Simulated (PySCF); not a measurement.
Which element holds Cl most strongly?

PBE0 in PySCF with def2-TZVPPD on every atom (core potentials on Mo, Sn, Sb), for the lowest determinant that a PBE0 search found; no spin–orbit coupling. D0 is De less the harmonic zero-point energy.

```csv
M,state (unpaired electrons),Re (Å),ωe (cm⁻¹),D0(MCl) (eV)
Cu,singlet (closed shell),2.076,401,3.64
Sn,doublet (π ↑),2.369,348,3.94
C,doublet (π ↑),1.643,891,4.34
Sb,triplet (π ↑↑),2.339,373,3.19
Ge,doublet (π ↑),2.174,406,4.13
Ga,singlet (closed shell),2.218,363,4.83
Mo,"sextet (σ ↑, π ↑↑, δ ↑↑)",2.283,378,3.77
```

Problem. Order the elements by D0 and give the energy of CCl + Ge → GeCl + C.

Solution. Ga > C > Ge > Sn > Mo > Cu > Sb; ΔE = 4.34 − 4.13 = +0.21 eV at PBE0/def2-TZVPPD. Close neighbours can swap at other levels.

The metal atom is held in its measured ground configuration; semilocal functionals can put another filling of s and d lower by some tenths of an eV, and De to that atom would be smaller. These are scalar-relativistic numbers at best; spin–orbit coupling would shift them, the dissociation energy most. States were picked by a PBE0 search and need not be the measured ground states.
